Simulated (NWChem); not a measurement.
System: C3H3NO3S2; SMILES O=S(=O)(O)c1cscn1

NWChem input:

```
start job
memory heap 200 mb stack 900 mb global 1100 mb
geometry units angstroms noautosym nocenter noautoz
  O     -0.755596     2.017260    -1.275190
  S     -0.169083     1.588247     0.000000
  O     -0.755596     2.017260     1.275190
  O      1.436254     1.914493     0.000000
  C     -0.038714    -0.219453     0.000000
  C     -1.084947    -1.116138     0.000000
  S     -0.440013    -2.720688     0.000000
  C      1.172141    -2.064467     0.000000
  N      1.222196    -0.751234     0.000000
  H      1.880253     1.018214     0.000000
  H     -2.163143    -0.918819     0.000000
  H      2.054972    -2.719617     0.000000
end
basis spherical
  * library def2-svp
end
dft
  xc b3lyp
  iterations 150
end
cosmo
  do_cosmo_smd true
  solvent propanol
end
task dft energy
```

All runs use the structure optimised with PBE-D3(BJ)/def2-SVP. No frequency run checked for a minimum. B3LYP is NWChem's, with the RPA form of VWN correlation. Solvent: 1-propanol.

Level: B3LYP/def2-SVP with SMD (1 M gas to 1 M solution), gas-phase geometry.

What results follow from this input? (B3LYP/def2-SVP, SMD on the gas-phase geometry.) Quantities: solvation free energy (kcal/mol); cavity-dispersion-structure term (kcal/mol); dipole in solution (D).


```json
{
 "solvation free energy (kcal/mol)": "-10.2",
 "cavity-dispersion-structure term (kcal/mol)": "3.1",
 "dipole in solution (D)": "8.63"
}
```
